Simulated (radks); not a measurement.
Values are calculated unless marked as measured or tabulated.
Ce II, 57 electrons, occupied as [Xe] 4f1 5d2. Level of theory: scalar-relativistic Kohn-Sham, PBE, spin-unpolarised, spherical densities, finite nucleus; Fermi nuclear charge, rms radius 4.8771 fm; hard spherical wall at 6 bohr (a radial shooting solver on a logarithmic mesh with Libxc functionals).

Normalised radial functions P(r) = r R(r), r in bohr:

```
   r/bohr * 4d (the largest magnitude, 1.29, reaches the edge; | marks zero)
 0.001004                             *
  0.00115                             *
 0.001328                             *
 0.001521                             *
 0.001757                             *
 0.002013                             *
 0.002325                             *
 0.002663                             *
 0.003076                             *
 0.003524                             *
 0.004069                             *
 0.004662                             *
 0.005384                             *
 0.006218                             *
 0.007124                             *
 0.008228                             *
 0.009426                             *
  0.01089                             *
  0.01247                             *
   0.0144                             *
   0.0165                             *
  0.01906                             *
  0.02184                             |*
  0.02522                             |*
  0.02889                             |*
  0.03337                             |*
  0.03853                             | *
  0.04415                             |  *
  0.05098                             |   *
  0.05841                             |    *
  0.06746                             |     *
  0.07729                             |       *
  0.08926                             |         *
   0.1023                             |          *
   0.1181                             |            *
   0.1353                             |             *
   0.1563                             |              *
   0.1805                             |              *
   0.2068                             |            *
   0.2388                             |         *
   0.2736                             |    *
   0.3159                            *|
    0.362                     *       |
    0.418              *              |
   0.4789        *                    |
   0.5531    *                        |
   0.6337  *                          |
   0.7318   *                         |
   0.8384      *                      |
   0.9683          *                  |
    1.118               *             |
    1.281                   *         |
     1.48                       *     |
    1.695                         *   |
    1.958                           * |
    2.243                            *|
     2.59                             *
    2.968                             *
    3.427                             *
    3.927                             *
    4.535                             *
    5.195                             *
        6                             *
```

4d: eigenvalue -113.31 eV, 1 radial node at r = 0.308 bohr, <r> = 0.744 bohr, 90 % of the charge inside 1.12 bohr.
